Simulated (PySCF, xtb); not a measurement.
Br2Zr, SMILES [Br][Zr][Br], multiplicity 1.

xtb with GFN2-xTB at its own geometry gives an orbital gap of 0.36 eV and a dipole moment of 3.45 D.

Geometry optimised at B3LYP-D3(BJ)/def2-SVP. The multiplicity is an assumed one; other spin states were not compared. The def2 effective core potentials stand for the cores of Zr; spin–orbit coupling is left out.

Task: What does PySCF with M06-2X/def2-TZVPD give? (The exact figures need the calculation; the answer reports its results.)

Result: gap 4.16 eV (levels -6.55 and -2.39 eV), dipole 1.48 D.
